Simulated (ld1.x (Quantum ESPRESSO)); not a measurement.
## What one change does to a pseudopotential (thallium, TM)

Tl, norm-conserving Troullier–Martins (Kleinman–Bylander form), made with ld1.x (Quantum ESPRESSO) 7.5 (PBE, scalar-relativistic). Core [Xe] 4f14 5d10, reference 6s1 6p0 (charge +2). Waves: 6p (bound, empty): rc 2.30 bohr; 6s (bound): rc 1.65 bohr. Local part: the s channel. Core correction: none.

Change: reference 6s2 6p1.

Cutoffs: the cutoffs (Ry, on a coarse ladder) from which the occupation-weighted sum of valence levels, in a spherical-Bessel basis at the reference potential, stays within 10 and 1 mRy of its value at 400 Ry; they do not see the model core or the augmentation charge, which bear on the density cutoff. Errors are all-electron minus pseudo energies relative to the spin-unpolarised reference configuration.

What does the change do?

The potential gets harder (30 Ry and 80 Ry → 40 Ry and 90 Ry); the range in which the s phases agree widens (upper end 0.5 → 1.6); the range in which the p phases agree widens (upper end 3.0 → 4.1); neither file shows a bound ghost.

| quantity | base | changed |
| --- | --- | --- |
| cutoff, loose | 30 Ry | 40 Ry |
| cutoff, tight | 80 Ry | 90 Ry |
| bound ghosts | none | none |
| largest error over its own tests, meV | +823 | +191 |
| s: phases at 2.49 bohr within 0.05 rad from the reference energy up to (Ry; the scan ends near 5) | 0.5 | 1.6 |
| p: phases at 2.49 bohr within 0.05 rad from the reference energy up to (Ry; the scan ends near 5) | 3.0 | 4.1 |
